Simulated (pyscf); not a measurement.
# •HN–Al(NH₂)–NH₂, doublet

Gas-phase minimum from PySCF at ωB97X-D3(BJ)/def2-SVP, one conformer. Other isomers of •HN–Al(NH₂)–NH₂ were not searched in full and may lie lower. 

SMILES: [Al]([NH2])([NH2])[NH]
```xyz
9

N      0.3610    -1.3314     0.0442
Al    -0.1167     0.2498    -0.7340
N      0.8083     1.6853    -0.2559
N     -1.5002     0.3753    -1.8417
H      0.5357    -2.1922    -0.4841
H      1.5026     1.6853     0.4834
H      0.7226     2.6157    -0.6488
H     -1.9406     1.2396    -2.1379
H     -2.0089    -0.4141    -2.2240
```
Charge 0, spin multiplicity 2.

Bonded distances (Å): N1–Al2 1.826, N1–H5 1.025, Al2–N3 1.773, Al2–N4 1.777, N3–H6 1.014, N3–H7 1.014, N4–H8 1.014, N4–H9 1.014. Bond angles (°): Al2–N1–H5 123.5, N1–Al2–N3 116.7, N1–Al2–N4 122.0, N3–Al2–N4 121.1, Al2–N3–H6 123.6, Al2–N3–H7 126.5, H6–N3–H7 109.9, Al2–N4–H8 125.5, Al2–N4–H9 124.8, H8–N4–H9 109.6.

Properties at ωB97X-D3(BJ)/def2-SVP:

- Harmonic wavenumbers, unscaled: 137, 196, 198, 231, 258, 343, 369, 399, 490, 603, 668, 679, 868, 898, 1534, 1543, 3556, 3629, 3632, 3714, 3719 cm⁻¹
- Zero-point energy: 39.6 kcal/mol
- Rotational symmetry number: 1
- Entropy of this conformer at 298 K and 1 atm, rigid rotor and harmonic oscillator, modes under 100 cm⁻¹ raised to 100: 342.0 J/(mol K)
- Dipole moment: 1.82 D
- Spin expectation value S2: 0.753

Single-point totals, which compare only within one level:

| level | total energy (hartree) |
|---|---|
| ωB97X-D3(BJ)/def2-TZVP | -409.88359 |
| PBE/def2-TZVP | -409.46477 |
| r²SCAN/def2-TZVP | -409.69194 |
| B3LYP-D3(BJ)/def2-TZVP | -409.84574 |
| PBE0-D3(BJ)/def2-TZVP | -409.50249 |
| M06-2X/def2-TZVP | -409.71901 |
| ωB97M-D3(BJ)/def2-TZVP | -409.89241 |

Soft torsions are taken as harmonic, which can shift the entropy by several J/(mol K).
